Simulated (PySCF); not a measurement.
MoF5, SMILES [F][Mo+]([F])([F])([F])[F], charge +1, multiplicity 1.

Geometry optimised at PBE-D3(BJ)/def2-SVP. The multiplicity is an assumed one; no other spin state was optimised. The isomer is the one that the SMILES or the coordinates give; other isomers of the formula were not compared. The def2 effective core potentials stand for the cores of Mo; spin–orbit coupling is left out.

Calculation: PBE-D3(BJ)/def2-SVP run with PySCF.

Frequencies are harmonic and unscaled.

Modes within 1.5 cm⁻¹ of each other (mostly degenerate sets) share a row, with their intensities summed.

Problem. Estimate the vibrational spectrum. (Estimate from the structure and the level; the computed values follow.)

Solution. 
```csv
mode,ν (cm⁻¹),IR (km/mol),moving atoms (share of kinetic energy)
1–2,104,5.6,F 99 %
3–4,225,34.7,"F 75 %, Mo 25 %"
5,278,17.3,"F 79 %, Mo 21 %"
6–7,313,0.0,F 100 %
8,695,0.0,F 100 %
9,756,0.0,F 100 %
10,783,189.4,"F 72 %, Mo 28 %"
11–12,808,239.0,"F 76 %, Mo 24 %"
```
